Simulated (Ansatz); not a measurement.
Geometry optimisation, RKS PBE/def2-SVP (Ansatz).

Input file:

```yaml
crystal:
  periodic: [false, false, false]
  atoms:
    - { symbol: C, position_ang: [-1.1736, -0.6921, 0.9648] }
    - { symbol: B, position_ang: [0.2098, -0.6956, 0.2695] }
    - { symbol: O, position_ang: [1.1993, -1.6044, 0.7704] }
    - { symbol: C, position_ang: [0.6052, 0.2225, -1.0078] }
    - { symbol: "N", position_ang: [0.4603, 1.6186, -0.67] }
    - { symbol: H, position_ang: [-1.4194, 0.3887, 1.3408] }
    - { symbol: H, position_ang: [-1.9703, -0.9107, 0.2087] }
    - { symbol: H, position_ang: [-1.2236, -1.3535, 1.7868] }
    - { symbol: H, position_ang: [1.7306, -1.059, 1.5015] }
    - { symbol: H, position_ang: [1.5577, -0.0263, -1.3388] }
    - { symbol: H, position_ang: [-0.2024, -0.0217, -1.7946] }
    - { symbol: H, position_ang: [0.01051, 1.68252, 0.25864] }
    - { symbol: H, position_ang: [1.43497, 2.12903, -0.57464] }
basis:
  gaussian: { orbitals: def2-SVP }
hamiltonian:
  xc: pbe
relax:
  f_tol: 0.015
  max_steps: 40
```

Command:

```bash
$ ansatz run input.yaml --threads 2 --pin off --max-ram 3072MiB --backend cpu --events-out ev --progress --plain --runs-dir out
```

Problem. Where does it end, and by what steps?

Solution. The run converged. After 14 steps the energy has fallen by 1.418 eV; H13 moved furthest, 0.68 Å.

```
step  energy less start (eV)  largest force component (eV/Å)  accepted
   0                  0.0000                           3.874       yes
   1                 -0.5545                           1.349       yes
   2                 -0.7226                           0.904       yes
   3                 -0.9029                           1.976       yes
   4                 -1.0928                           2.860       yes
   5                 -1.3160                           1.210       yes
   6                 -1.3888                           0.424       yes
   7                 -1.3427                           0.679        no
   8                 -1.4089                           0.219       yes
   9                 -1.4123                           0.061       yes
  10                 -1.4144                           0.102       yes
  11                 -1.4158                           0.125       yes
  12                 -1.4170                           0.081       yes
  13                 -1.4175                           0.020       yes
  14                 -1.4176                           0.008       yes
```

```xyz
13
Properties=species:S:1:pos:R:3
C -1.102 -0.716 0.983
B 0.296 -0.576 0.246
O 1.450 -1.107 0.773
C 0.477 0.272 -1.084
N 0.756 1.680 -0.676
H -1.694 0.222 0.941
H -1.712 -1.475 0.442
H -1.045 -1.039 2.045
H 1.302 -1.505 1.651
H 1.329 -0.080 -1.704
H -0.416 0.275 -1.745
H -0.012 2.030 -0.084
H 1.590 1.697 -0.072
```

Run time: 59 s on 2 threads of Arm Neoverse N1, on a shared host, peak memory 0.15 GiB.
